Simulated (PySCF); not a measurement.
How methods differ on the excitation energy of B⁺

B⁺ [He] 2s2 (1S) → B⁺ [He] 2s1 3d1 (3D), as a difference of total energies. Computed with PySCF 2.14 in dyall-acv3z, with no relativity, point nucleus. Correlated levels: valence: 1s2 frozen; valence and next inner shell: nothing frozen; virtual orbitals above 40 to 60 times the deepest correlated orbital energy dropped. The calculations carry no spin-orbit coupling.

| method | excitation energy (eV) |
| --- | --- |
| UHF | 17.246 |
| LDA | 17.574 |
| PBE | 17.477 |
| PBE0 | 17.630 |
| r2SCAN | 17.474 |
| wB97X-V | 18.123 |
| PBEsol | 17.389 |
| B97-3 | 17.731 |
| LC-wPBE | 18.136 |
| MP2 (valence) | 18.175 |
| SCS-MP2 (valence) | 18.444 |
| MP2 (valence and next inner shell) | 18.228 |
| SCS-MP2 (valence and next inner shell) | 18.490 |

Question: How much does correlation contribute at MP2 (valence and next inner shell)?

Answer: 18.228 − (17.246) = 0.982 eV, measured against UHF.

The promoted electron is Rydberg-like, and one or two diffuse shells describe it only roughly, which tends to raise the upper state.
